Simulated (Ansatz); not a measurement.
Z-matrix (Å, degrees):
```
C
Nb 1 2.157
H 1 1.094 2 110.4
H 1 1.094 2 110.4 3 119.2
H 1 1.095 2 110.6 3 -120.4
O 2 1.697 1 105.0 3 -59.5
O 2 1.897 1 107.9 3 -178.0
O 2 1.897 1 107.9 3 59.0
H 7 0.958 2 130.8 1 115.0
H 8 0.958 2 130.8 1 -115.0
```

Total charge 0; spin multiplicity 1. Nb takes the def2 core potential.

Task: List the ωB97M-V/def2-TZVPP orbital energies in eV (the Gaussian-basis code of Ansatz). (Estimate.)

Result: The calculation gave: Occupied: -526.48, -526.48, -525.94, -280.77, -69.02, -43.92, -43.49, -43.12, -30.40, -30.14, -27.37, -21.59, -17.08, -16.86, -13.92, -13.84, -13.74, -12.86, -12.80, -12.14, -12.05, -11.97, -11.87, -10.43. Lowest empty: 0.78, 0.96, 1.24, 1.35, 1.62, 1.76, 2.50, 2.63.
